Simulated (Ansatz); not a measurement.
The cluster Te₄Se⁻, relaxed as a doublet with UKS PBE-D4/def2-SVPD in Ansatz, starting from the GFN1-xTB geometry. Force threshold 0.02 eV/Å.

In the def2 sets Te takes a core potential; there is no spin–orbit coupling. The relaxation made no stability test and no search for a lower SCF solution. Another isomer (doublet) lies 0.16 eV lower at PBE0-D4/def2-TZVPD; other spin states weren't run for this one.

Start:

```xyz
5

Se    2.651   -0.704    2.123
Te   -0.004    1.558   -0.111
Te    0.509    0.402    2.307
Te   -2.064    0.115   -1.166
Te   -1.092   -1.371   -3.154
```

(1) Estimate the energy that the relaxation releases and the steps that it takes.

(2) Does the start keep its bonding?

(3) Predict the relaxed structure.

Results:

(1) 11.5 kJ/mol, in 7 steps; 32 s on 4 threads of Arm Neoverse V1 on a shared host. The force fell under the threshold at step 4, but the optimiser went on. No frequencies were taken in this run, so the end may be a saddle point.

(2) By distances, no bond broke or formed. The bond that changes most is Te2–Te4, from 2.73 to 2.81 Å (atoms count from 1).

(3) 
```
atom    x (Å)    y (Å)    z (Å)
 Se1   2.6434  -0.8343   2.0923
 Te2  -0.0814   1.8270  -0.0844
 Te3   0.5041   0.3952   2.2527
 Te4  -2.0132   0.0735  -1.1387
 Te5  -1.0529  -1.4615  -3.1220
```
Bond lengths: 3 × Te–Te 2.69 to 2.81 Å; 1 × Se–Te 2.47 Å.
